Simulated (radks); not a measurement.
Numerical settings for the chromium ion Cr10+, [Ne] 3s2 3p2. Method: scalar-relativistic Kohn-Sham, PBEsol, spin-unpolarised, spherical densities, finite nucleus; Fermi nuclear charge, rms radius 3.6452 fm; computed with a radial shooting solver on a logarithmic mesh with Libxc functionals. The defaults (mesh step 0.008 in ln r, mesh end at 40 bohr or more with all orbitals vanishing there, Anderson mixing 0.5 over 9 steps, residual threshold near 1e-9 with the energy settled to 1e-9 hartree or 1e-11 of itself, here a cap of 94 iterations) give E = -1010.4770 hartree and 3p at -253.74 eV in 13 iterations. Run on one thread of a shared host, so times are rough (Arm Neoverse V1): 0.06 s of CPU time, 0.06 s wall, 13 iterations on 2189 mesh points. Changes against that run (0 stands for a change within the tolerance of the run):

mesh step in ln r 0.02: iterations 13; converged yes; E (mhartree) 0; e(3p) (meV) 0; CPU (s) 0.03
mesh step in ln r 0.003: iterations 13; converged yes; E (mhartree) 0; e(3p) (meV) 0; CPU (s) 0.13
mesh step in ln r 0.005: iterations 13; converged yes; E (mhartree) 0; e(3p) (meV) 0; CPU (s) 0.08
mesh end (bohr) 20: iterations 13; converged yes; E (mhartree) 0; e(3p) (meV) 0; CPU (s) 0.06
mesh end (bohr) 3: iterations 13; converged yes; E (mhartree) +0.0695; e(3p) (meV) +1.92; CPU (s) 0.05
residual threshold 0.01: iterations 9; converged yes; E (mhartree) 0; e(3p) (meV) +0.00312; CPU (s) 0.04
residual threshold 0.001: iterations 9; converged yes; E (mhartree) 0; e(3p) (meV) +0.00312; CPU (s) 0.04
mixing 0.01: iterations 20; converged yes; E (mhartree) 0; e(3p) (meV) 0; CPU (s) 0.08
linear mixing, mixing 0.05: iterations 94; converged no; E (mhartree) -0.054; e(3p) (meV) -465; CPU (s) 0.35
linear mixing, mixing 0.5: iterations 30; converged yes; E (mhartree) 0; e(3p) (meV) 0; CPU (s) 0.1
mixing history 3: iterations 14; converged yes; E (mhartree) 0; e(3p) (meV) 0; CPU (s) 0.06
iteration cap 3: iterations 3; converged no; E (mhartree) +3.82; e(3p) (meV) -1.72e+03; CPU (s) 0.02

No run marked as converged misses the energy by more than 1 mhartree. A mesh that ends early acts as a hard wall.
